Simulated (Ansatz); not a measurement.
C2H3Br3Ge, singlet, geometry from GFN2-xTB; PBE/6-31G** (Ansatz, a quantum-chemistry and plane-wave program).

Input for Ansatz:
Ansatz 0.2 input:
```yaml
crystal:
  periodic: [false, false, false]
  atoms:
    - {symbol: C, position_ang: [-2.92568390, 1.10626172, -0.72983105]}
    - {symbol: C, position_ang: [-1.70166807, 1.02031934, -1.20928284]}
    - {symbol: Ge, position_ang: [-0.20805765, 0.15218250, -0.20472622]}
    - {symbol: Br, position_ang: [0.65450621, -1.66603651, -1.40689599]}
    - {symbol: Br, position_ang: [1.54293756, 1.66921213, 0.15162021]}
    - {symbol: Br, position_ang: [-0.97566297, -0.61270278, 1.86708087]}
    - {symbol: H, position_ang: [-3.19600299, 0.71144413, 0.23881698]}
    - {symbol: H, position_ang: [-3.71876571, 1.57946159, -1.28924737]}
    - {symbol: H, position_ang: [-1.42560253, 1.41321927, -2.17682604]}
basis:
  gaussian:
    orbitals: 6-31G__.json
hamiltonian:
  xc: pbe
```
The basis file holds 6-31G** in the JSON format of the Basis Set Exchange.

The log (banner, timings and long lists left out):

```
Functional definition: PBE
1909 factors; their error is unknown
mean field evaluation 1: about -268702.2013 eV, gradient 5.2e1 eV
mean field evaluation 2: about -268650.7211 eV, gradient 1.1e2 eV
mean field evaluation 4: about -268708.4278 eV, gradient 9.4e0 eV
mean field evaluation 8: about -268708.5938 eV, gradient 4.2e-1 eV
mean field evaluation 16: about -268708.5317 eV, gradient 2.7e-4 eV
mean field -268708.53171868 eV, -9874.8564034771 hartree, gradient 2.3e-5 eV, S^2 0.000000; 0 other end points of the search recorded, 0 dependent functions left out
reference -268708.53175524 eV, -9874.8564048207 hartree; 76, 76 occupied and 109, 109 virtual orbitals, 1909 factors
Total energy: -268708.53175524 eV, -9874.8564048207 hartree
```
